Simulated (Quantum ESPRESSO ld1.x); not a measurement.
The mean radii <r> (bohr) of the occupied orbitals of an atom or ion are listed with their occupations. All-electron calculation, Dirac Kohn-Sham, relativistic LDA (MacDonald-Vosko exchange, VWN5 correlation), spin-unpolarised, spherical densities, point nucleus. Program: ld1.x of Quantum ESPRESSO 7.5.

| orbital | occ. | <r> |
|---|---|---|
| 1s1/2 | 2 | 0.02419 |
| 2s1/2 | 2 | 0.1029 |
| 2p1/2 | 2 | 0.08625 |
| 2p3/2 | 4 | 0.09252 |
| 3s1/2 | 2 | 0.2719 |
| 3p1/2 | 2 | 0.2612 |
| 3p3/2 | 4 | 0.2733 |
| 3d3/2 | 4 | 0.2438 |
| 3d5/2 | 6 | 0.2476 |
| 4s1/2 | 2 | 0.5938 |
| 4p1/2 | 2 | 0.6021 |
| 4p3/2 | 4 | 0.6237 |
| 4d3/2 | 2 | 0.6391 |
| 4d5/2 | 3 | 0.6455 |

Name the element and its charge. Open shells, if any, are shared by 2j + 1.

Answer. Z = 59, praseodymium, charge +18: Pr18+ in [Kr] 4d5. The 1s radius gives Z: for a bare nucleus <r> = (2 gamma + 1)/(2Z) with gamma = sqrt(1 - (Z/c)^2), 0.02377 bohr for Z = 59, and screening makes it slightly larger (0.02419 here). The occupations add up to 41, and the charge is Z minus that.
